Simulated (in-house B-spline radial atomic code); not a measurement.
Ionising the ruthenium ion Ru⁶⁺ with different functionals

Computed with a B-spline radial code for spherical atoms: scalar-relativistic (spin-free X2C) Hamiltonian, Fermi nucleus of rms radius 4.4809 fm, spin-polarised at highest spin, spherical fractional occupations for the functionals, and exact exchange of hybrids averaged over the configuration. The ionisation energy is the difference of two self-consistent energies, [Kr] 4d2 → [Kr] 4d1, without Breit or QED terms; ε is the level of the shell that loses the electron (its least bound occupied spin orbital). There is no spin-orbit coupling in this Hamiltonian.

| method | rung | ΔSCF (eV) | -ε(4d) (eV) |
| --- | --- | --- | --- |
| PBE0 | global hybrid | 93.64 | 87.42 |
| B3LYP | global hybrid | 93.63 | 86.92 |
| TPSSh | global hybrid | 93.52 | 85.96 |
| BHandHLYP | global hybrid | ? | ? |
| r2SCAN0 | global hybrid | 93.50 | 87.40 |
| B97-1 | global hybrid | 93.50 | 86.88 |
| HSE06 | range-separated hybrid | 93.60 | 86.97 |
| wB97X | range-separated hybrid | 93.35 | 89.79 |
| CAM-B3LYP | range-separated hybrid | 93.59 | 88.86 |
| LC-wPBE | range-separated hybrid | ? | ? |

(1) What does BHandHLYP give?

(2) What does LC-wPBE give?

(3) Among the functionals, which spreads more, the ΔSCF values or the orbital energies?

(4) How do they compare with the NIST value?

Results:

(1) ΔSCF 93.43 eV, and -ε(4d) = 89.47 eV.

(2) ΔSCF 93.69 eV, and -ε(4d) = 90.38 eV.

(3) The orbital energies: ΔSCF values span about 0.34 eV and the orbital energies 4.42 eV; here energy differences depend much less on the functional than eigenvalues do.

(4) NIST lists 93 eV ± 2 (tabulated theory, ground level to ground level). Errors run from +0.35 to +0.69 eV; all lie within about twice that uncertainty, so the table can't rank the methods.
